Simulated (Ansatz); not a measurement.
Species: AlH2F, charge 0, singlet. AlH2F (SMILES [AlH2][F]).
B3LYP-D3(BJ)/def2-TZVP minimum from Ansatz (an electronic-structure program):
```
Al
F 1 1.6554
H 1 1.5699 2 116.96
H 1 1.5699 3 126.08 2 -180.00
```
Charge 0, spin multiplicity 1.

Total energies in hartree (Ansatz). Open shells are spin-unrestricted; no spin-orbit coupling. Correlated methods leave the cores frozen. No relativity. For partners of very few electrons the exact lower level stands in for a higher one.

| species | HF/cc-pV(T+d)Z | CCSD(T)/cc-pV(T+d)Z | HF/cc-pV(Q+d)Z | CCSD(T)/cc-pV(Q+d)Z | CCSDT(Q)/cc-pV(Q+d)Z |
|---|---|---|---|---|---|
| 1: AlH2F (SMILES [F][AlH2]) | -342.63392 | -342.99673 | -342.64738 | -343.03926 | -343.03983 |
| 2: Al (doublet) | -241.87908 | -241.93131 | -241.88044 | -241.93374 | -241.93420 |
| 3: H (doublet) | -0.49981 | -0.49981 | -0.49995 | -0.49995 | -0.49995 |
| 4: F (doublet) | -99.40552 | -99.62036 | -99.41377 | -99.65026 | -99.65054 |

Task: Work out the atomisation energy (electronic, to ground-state atoms) in kJ/mol: take Hartree-Fock from cc-pV(Q+d)Z, extrapolate the CCSD(T) correlation energy as X^-3 (X = 3, 4), and add CCSDT(Q) - CCSD(T) in cc-pV(Q+d)Z. 1 hartree = 2625.5 kJ/mol.

Result: 
Species 1: correlation (64·(-0.39188) - 27·(-0.36281))/37 = -0.41309; step -0.00057; E1 = -342.64738 + (-0.41309) + (-0.00057) = -343.06104
Species 2: correlation (64·(-0.05330) - 27·(-0.05223))/37 = -0.05408; step -0.00046; E2 = -241.88044 + (-0.05408) + (-0.00046) = -241.93498
Species 3: correlation (64·(0.00000) - 27·(0.00000))/37 = 0.00000; step +0.00000; E3 = -0.49995 + (0.00000) + (+0.00000) = -0.49995
Species 4: correlation (64·(-0.23649) - 27·(-0.21484))/37 = -0.25229; step -0.00028; E4 = -99.41377 + (-0.25229) + (-0.00028) = -99.66634
-1·E1 +1·E2 +2·E3 +1·E4 = 0.45982 hartree = 1207.3 kJ/mol.
